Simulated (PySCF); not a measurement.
Input of a run (PBE0-D3(BJ)/def2-SVP geometry optimisation, gas phase (PySCF 2.14.0)), started from GFN2-xTB:
```
{"job": {"xc": "PBE0", "basis": "def2-SVP", "d3": "d3bj", "grid": 1, "kind": "geom"}, "charge": 0, "multiplicity": 1}
C      3.772245    -0.111348    -0.656202
C      2.829237     0.454918     0.088384
C      1.396441     0.205633     0.022295
C      0.546221     0.898500     0.888391
C     -0.816940     0.700580     0.868709
C     -1.396931    -0.203993    -0.022855
C     -2.829626    -0.454541    -0.088079
C     -3.772668     0.111717     0.656576
C     -0.546747    -0.896609    -0.889313
C      0.816425    -0.698613    -0.869471
H      4.811016     0.141832    -0.530386
H      3.556034    -0.842738    -1.415700
H      3.122526     1.184498     0.833981
H      0.969996     1.604990     1.589039
H     -1.439731     1.255058     1.553649
H     -3.122640    -1.185112    -0.833138
H     -3.558036     0.844874     1.415004
H     -4.811109    -0.142620     0.530646
H     -0.970086    -1.603437    -1.590072
H      1.439226    -1.252910    -1.554495
```

Output (energies in Eh, forces in Eh/bohr):
```
step   0  E = -386.31855168  max force = 0.010931
step   1  E = -386.32078569  max force = 0.001227
step   2  E = -386.32079671  max force = 0.000254
optimisation converged
```

Problem. Summarise the run.

Solution. The energy falls by 0.061 eV over 3 energy and gradient evaluations, the largest force component goes from 0.0109 to 2.5e-04 Eh/bohr, and the atoms move by 0.027 Å rms after alignment. Among the bonds, C1–H11, C1–H12, C8–H17 and C8–H18 change most and about equally (+0.016 to +0.017 Å). Bonds longer at the end by more than 0.005 Å: 20 of 20; shorter: 0. The energy never rose by more than 1e-6 Eh on the way. The first step brought 100 % of the lowering.

Problem. What are the final bond lengths?

Solution. C1=C2 1.339 Å, C2–C3 1.466 Å, C3–C4 1.405 Å, C4–C5 1.387 Å, C5–C6 1.404 Å, C6–C7 1.466 Å, C7=C8 1.339 Å, C6–C9 1.405 Å, C9–C10 1.387 Å, C3–C10 1.404 Å, C1–H11 1.092 Å, C1–H12 1.093 Å, C2–H13 1.096 Å, C4–H14 1.094 Å, C5–H15 1.092 Å, C7–H16 1.096 Å, C8–H17 1.093 Å, C8–H18 1.092 Å, C9–H19 1.094 Å, C10–H20 1.092 Å. Numbering counts from 1 in the input's order; the species is p-divinylbenzene, `C=CC1=CC=C(C=C)C=C1`.

The run used 190 basis functions and 20 SCF cycles in all. The run took 55 s wall on one thread, Arm Neoverse V1 (shared host).

PBE0-D3(BJ)/def2-SVP frequencies: not computed here. One conformer, not necessarily the lowest.

Conformer computed: `[CH2:1]=[CH:2][c:3]1[cH:4][cH:5][c:6]([CH:7]=[CH2:8])[cH:9][cH:10]1`: C1–C2–C3–C4 180°, C5–C6–C7–C8 0°.
